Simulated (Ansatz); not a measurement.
Ansatz (a program for electronic structure) job for Li(OH) (HLiO), SMILES [Li][OH], B3LYP-D3(BJ)/def2-TZVPD. 

Ansatz 0.2 input:
```yaml
crystal:
  periodic: [false, false, false]
  atoms:
    - {symbol: Li, position_ang: [0.00000000, 0.00000000, -1.22237872]}
    - {symbol: O, position_ang: [0.00000000, 0.00000000, 0.30204137]}
    - {symbol: H, position_ang: [0.00000000, 0.00000000, 1.25080523]}
basis:
  gaussian:
    orbitals: def2-TZVPD
hamiltonian:
  xc: b3lyp
  dispersion: d3bj
relax: {f_tol: 0.002, max_steps: 200}
```

Output:

```
WARN ansatz: RAYON_NUM_THREADS=1 ignored (pool sized by the plan → 1); use --threads N
Functional definition: B3LYP
integrals: 0.01 GiB planned
400 factors; their error is unknown
mean field: 0.11 GiB planned
mean field evaluation 1: about -2260.8146 eV, gradient 7.4e1 eV
mean field evaluation 2: about -2146.9753 eV, gradient 1.7e2 eV
mean field evaluation 4: about -2270.0371 eV, gradient 4.4e0 eV
mean field evaluation 8: about -2270.0778 eV, gradient 1.7e-1 eV
mean field -2270.07778989 eV, -83.4238200646 hartree, gradient 3.7e-5 eV, S^2 0.000000; 0 other end points of the search recorded, 0 dependent functions left out
the calculation of the forces begins
reference -2270.07798885 eV, -83.4238273759 hartree; 6, 6 occupied and 60, 60 virtual orbitals, 400 factors
relax step   1: F+E_penalty+E_count = -2270.10954763 eV  Δ(F+E_penalty+E_count) = +0.000e0 eV  max|allowed force component| = 1.072e0 eV/Å  Δτ_max = 0.0000 Å  (28 SCF iters, accepted)
these checks for a lower state are left out or cut short: starts, cluster_reference, orbital_swaps, neighbouring_geometries, increment
integrals: 0.01 GiB planned
400 factors; their error is unknown
mean field: 0.11 GiB planned
mean field evaluation 16: about -2270.0926 eV, gradient 8.7e-1 eV
mean field -2270.09829625 eV, -83.4245736591 hartree, gradient 5.4e-6 eV, S^2 0.000000; 0 other end points of the search recorded, 0 dependent functions left out
the calculation of the forces begins
reference -2270.09849533 eV, -83.4245809755 hartree; 6, 6 occupied and 60, 60 virtual orbitals, 400 factors
relax step   2: F+E_penalty+E_count = -2270.13001745 eV  Δ(F+E_penalty+E_count) = -2.047e-2 eV  max|allowed force component| = 5.617e-1 eV/Å  Δτ_max = 0.0174 Å  (30 SCF iters, accepted)
these checks for a lower state are left out or cut short: starts, cluster_reference, orbital_swaps, neighbouring_geometries, increment
integrals: 0.01 GiB planned
400 factors; their error is unknown
mean field: 0.11 GiB planned
mean field -2270.10688000 eV, -83.4248891064 hartree, gradient 5.5e-6 eV, S^2 0.000000; 0 other end points of the search recorded, 0 dependent functions left out
the calculation of the forces begins
reference -2270.10707920 eV, -83.4248964267 hartree; 6, 6 occupied and 60, 60 virtual orbitals, 400 factors
relax step   3: F+E_penalty+E_count = -2270.13855340 eV  Δ(F+E_penalty+E_count) = -8.536e-3 eV  max|allowed force component| = 6.042e-2 eV/Å  Δτ_max = 0.0193 Å  (30 SCF iters, accepted)
these checks for a lower state are left out or cut short: starts, cluster_reference, orbital_swaps, neighbouring_geometries, increment
integrals: 0.01 GiB planned
400 factors; their error is unknown
mean field: 0.11 GiB planned
mean field evaluation 32: about -2270.1020 eV, gradient 2.0e-1 eV
mean field -2270.10693433 eV, -83.4248911030 hartree, gradient 5.5e-6 eV, S^2 0.000000; 0 other end points of the search recorded, 0 dependent functions left out
the calculation of the forces begins
reference -2270.10713353 eV, -83.4248984233 hartree; 6, 6 occupied and 60, 60 virtual orbitals, 400 factors
relax step   4: F+E_penalty+E_count = -2270.13860357 eV  Δ(F+E_penalty+E_count) = -5.017e-5 eV  max|allowed force component| = 5.433e-2 eV/Å  Δτ_max = 0.0018 Å  (30 SCF iters, accepted)
these checks for a lower state are left out or cut short: starts, cluster_reference, orbital_swaps, neighbouring_geometries, increment
integrals: 0.01 GiB planned
400 factors; their error is unknown
mean field: 0.11 GiB planned
mean field -2270.10695801 eV, -83.4248919730 hartree, gradient 7.1e-6 eV, S^2 0.000000; 0 other end points of the search recorded, 0 dependent functions left out
the calculation of the forces begins
reference -2270.10715721 eV, -83.4248992935 hartree; 6, 6 occupied and 60, 60 virtual orbitals, 400 factors
relax step   5: F+E_penalty+E_count = -2270.13862648 eV  Δ(F+E_penalty+E_count) = -2.291e-5 eV  max|allowed force component| = 9.094e-4 eV/Å  Δτ_max = 0.0005 Å  (22 SCF iters, accepted)
integrals: 0.01 GiB planned
400 factors; their error is unknown
mean field: 0.11 GiB planned
mean field -2270.10695801 eV, -83.4248919730 hartree, gradient 7.7e-6 eV, S^2 0.000000; 1 other end points of the search recorded, 0 dependent functions left out
the calculation of the forces begins
reference -2270.10715721 eV, -83.4248992935 hartree; 6, 6 occupied and 60, 60 virtual orbitals, 400 factors
Total energy: -2270.13882568 eV, -83.4260630884 hartree
Atom 0 at    -0.000000     0.000000    -1.260944 Å, force    -0.000000    -0.000000    -0.000292 eV/Å
Atom 1 at     0.000000    -0.000000     0.319759 Å, force     0.000000     0.000000    -0.000617 eV/Å
Atom 2 at    -0.000000     0.000000     1.271653 Å, force    -0.000000    -0.000000     0.000909 eV/Å
Dipole moment:    -0.000000    -0.000000    -0.928711 e Å
```

Self-consistency was reached.
